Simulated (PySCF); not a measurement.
[V(NH3)6]3+ holds V(III), d2, at total charge +3. The structure is a model geometry with rigid ligands and bond lengths from ionic radii and axial bond length changed to 1.05 of its base value, not a minimum; coordination octahedral, point group Ci, metal–donor distances 2.07–2.17 Å.

```
25

V     0.000    0.000    0.000
N     0.000    0.000    2.174
H     0.942    0.000    2.564
H    -0.471    0.816    2.564
H    -0.471   -0.816    2.564
N     0.000    0.000   -2.174
H    -0.942    0.000   -2.564
H     0.471    0.816   -2.564
H     0.471   -0.816   -2.564
N     2.070    0.000    0.000
H     2.460    0.942    0.000
H     2.460   -0.471    0.816
H     2.460   -0.471   -0.816
N    -2.070    0.000    0.000
H    -2.460   -0.942    0.000
H    -2.460    0.471    0.816
H    -2.460    0.471   -0.816
N     0.000    2.070    0.000
H     0.000    2.460    0.942
H     0.816    2.460   -0.471
H    -0.816    2.460   -0.471
N     0.000   -2.070    0.000
H     0.000   -2.460   -0.942
H     0.816   -2.460    0.471
H    -0.816   -2.460    0.471
```

Method (PySCF 2.14, density fitting): CASSCF(2,5) with orbitals averaged over all microstates of the shell, strongly contracted NEVPT2 on the averaged canonical orbitals; basis x2c-TZVPall on the metal, x2c-SVPall elsewhere; spin-free X2C; gas phase; spin-orbit coupling by state interaction with the mean-field operator over all roots.

What is the ground state?

3Ag (from 3T1g) (S = 1, orbital degeneracy 1), with 2.0 electrons in the lower (t2g-type) set and 0.0 in the upper (eg-type) set, by NEVPT2; the next part of the same split term lies only 175 cm⁻¹ higher, which doesn't decide their order.

List the excited states of the same spin.

By NEVPT2, the lowest six: 3Ag (from 3T1g) at 175 cm⁻¹; 3Ag (from 3T1g) at 340 cm⁻¹; 3Ag (from 3T2g) at 20277 cm⁻¹ (493 nm); 3Ag (from 3T2g) at 22714 cm⁻¹ (440 nm); 3Ag (from 3T2g) at 22732 cm⁻¹ (440 nm); 3Ag (from 3T1g) at 30670 cm⁻¹ (326 nm). All are electric-dipole forbidden at this geometry.

Which is the lowest state of another spin?

1Ag (from 1T2g) at 11422 cm⁻¹ by NEVPT2; CASSCF alone puts it at 13372 cm⁻¹ above the same ground state.

Give the fitted ligand-field and repulsion parameters.

At CASSCF level (the NEVPT2 levels don't fit a ligand-field model well): orbital energies 0, 151, 425, 18623, 22514 cm⁻¹; 10Dq = 20376 cm⁻¹ (difference of the means of the two sets); B = 936 cm⁻¹; C = 3546 cm⁻¹; B over its free-ion value at the same level 0.862; rms of the fit 211 cm⁻¹; ζ = 188 cm⁻¹ (free ion 209).

What are the magnetic parameters?

The ground multiplet can be fitted only roughly by a spin Hamiltonian with S = 1, g = 1.002, 1.257, 1.524, D = -29.55 cm⁻¹, E/|D| = 0.20 (spin-orbit part alone); the lowest levels hold 84 % of the spin-free ground state. μeff is 2.73 μB at 300 K and 1.29 μB at 10 K; the spin-only value is 2.83 μB.

The geometry is a model, and the complex may not exist in this form. 3Ag (from 3T1g) (175 cm⁻¹) lies within 300 cm⁻¹ of 3Ag (from 3T1g) at NEVPT2 level, inside the method's error: they are parts of one split term, whose order is undecided, and g values and low-temperature moments can hang on it. NEVPT2 lifts 3Ag (from 3T2g) from 17231 to 20277 cm⁻¹; on the d shell alone it tends to overshoot states that fill the eg-type orbitals. NEVPT2 on the d shell alone tends to put d–d bands too high for such charged or covalently bound ions.

The job took 18 s on one thread of Arm Neoverse V1 (shared host), with 222 basis functions and a peak of 0.59 GiB, launched as `OMP_NUM_THREADS=1 python lf_run.py task.json out`.
